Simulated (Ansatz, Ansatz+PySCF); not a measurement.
```yaml
atoms:
  - { symbol: C, position_ang: [0.0000, 0.0000, -1.5112] }
  - { symbol: Br, position_ang: [0.0000, 0.0000, 0.4183] }
  - { symbol: H, position_ang: [0.0000, -1.0395, -1.8580] }
  - { symbol: H, position_ang: [-0.9002, 0.5197, -1.8580] }
  - { symbol: H, position_ang: [0.9002, 0.5197, -1.8580] }
```

RHF on singlet CH3Br was run in several spherical basis sets with Ansatz (development build ahead of 0.2.0).

(1) Rank the basis sets by the total energy that they give, lowest first, with the distance from the lowest.
A. def2-SVP
B. cc-pVTZ
C. def2-TZVP

Results:

(1) B (0.00 eV), C (1.27 eV), A (11.10 eV).

Totals follow the description of the cores as much as that of the bonds, so this order isn't one of quality for chemistry.
